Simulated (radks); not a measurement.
Initial-state core-level shifts of the tellurium ion Te3+ when its valence configuration changes from [Kr] 4d10 5s2 5p1. Calculated with a radial shooting solver on a logarithmic mesh with Libxc functionals: non-relativistic Kohn-Sham, LDA (Slater exchange, Perdew-Wang correlation), spin-unpolarised, spherical densities, point nucleus; relativity is left out, which matters for an element this heavy. Shifts are changes of the shell-averaged eigenvalues in eV (positive: less bound); the change of the density at the nucleus, which sets a Mossbauer isomer shift, is in e/bohr^3, on a base of 9.894e+04.

valence                3s       3p       3d       4p  density at nucleus
4d10 5s1 5p2       -1.160   -1.158   -1.157   -1.124             -28.139
4d9 5s2 5p2        -9.877   -9.896  -10.014   -7.950             +10.237
4d9 5s1 5p3       -10.980  -10.997  -11.115   -9.009             -20.407
4d9.5 5s2 5p1.5    -4.917   -4.926   -4.983   -3.981              +5.050
4d8 5s1 5p4       -20.981  -21.020  -21.276  -16.851             -12.204
4d10 5p3           -2.297   -2.294   -2.291   -2.226             -57.039
4d10 5s0.5 5p2.5   -1.731   -1.729   -1.727   -1.678             -42.494
4d9 5s0.5 5p3.5   -11.524  -11.540  -11.658   -9.532             -36.012
